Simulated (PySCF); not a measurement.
GaBr₃, SMILES [Br][Ga]([Br])[Br].

Geometry optimised at PBE0-D3(BJ)/def2-SVP. The isomer is the one that the SMILES or the coordinates give; other isomers of the formula were not compared.

The numbers are results of r2SCAN/def2-TZVP (PySCF), not measurements.

Symmetry labels are those of the subgroup C2v that the program uses (full group D3h).

### Question
List the valence orbital energies around the gap with their symmetry. (The exact figures need the calculation; the answer reports its results.)

### Answer

| orbital | symmetry | energy (eV) |
|---|---|---|
| HOMO−7 | A1 | -9.79 |
| HOMO−6 | B1 | -9.79 |
| HOMO−5 | B2 | -8.76 |
| HOMO−4 | B1 | -8.12 |
| HOMO−3 | A1 | -8.12 |
| HOMO−2 | B2 | -8.11 |
| HOMO−1 | A2 | -8.11 |
| HOMO | B1 | -7.76 |
| LUMO | A1 | -2.91 |
| LUMO+1 | B2 | -2.31 |
| LUMO+2 | A1 | 0.90 |
| LUMO+3 | B1 | 0.90 |
